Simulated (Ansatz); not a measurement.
System: CH$_{3}$Se, net charge 0, doublet state. It need not be the lowest isomer of its formula. 
Structure (B3LYP-D3(BJ)/def2-TZVP (Ansatz, a quantum-chemistry and plane-wave program) minimum search):
```xyz
5

C      0.7415    -1.2865    -0.3234
Se    -0.2139     0.3661     0.0914
H      1.7858    -1.1116    -0.0572
H      0.6798    -1.5062    -1.3862
H      0.3576    -2.1092     0.2745
```
Charge 0, spin multiplicity 2.

Dipole moments at this geometry, in debye (magnitudes).

```json
[
 {"level": "PBE/def2-TZVPD", "program": "Ansatz", "dipole (D)": "1.55"},
 {"level": "BLYP/def2-TZVPD", "program": "Ansatz", "dipole (D)": "1.52"},
 {"level": "r2SCAN/def2-TZVPD", "program": "Ansatz", "dipole (D)": "1.61"},
 {"level": "B3LYP/def2-TZVPD", "program": "Ansatz", "dipole (D)": "1.53"},
 {"level": "PBE0/def2-TZVPD", "program": "Ansatz", "dipole (D)": "1.56"},
 {"level": "BHLYP/def2-TZVPD", "program": "Ansatz", "dipole (D)": "1.54"},
 {"level": "r2SCAN0/def2-TZVPD", "program": "Ansatz", "dipole (D)": "1.59"},
 {"level": "HSE06/def2-TZVPD", "program": "Ansatz", "dipole (D)": "1.56"},
 {"level": "wB97X-V/def2-TZVPD", "program": "Ansatz", "dipole (D)": "1.56"},
 {"level": "CCSD(T)/aug-cc-pVDZ", "program": "Ansatz", "dipole (D)": "1.49"}
]
```
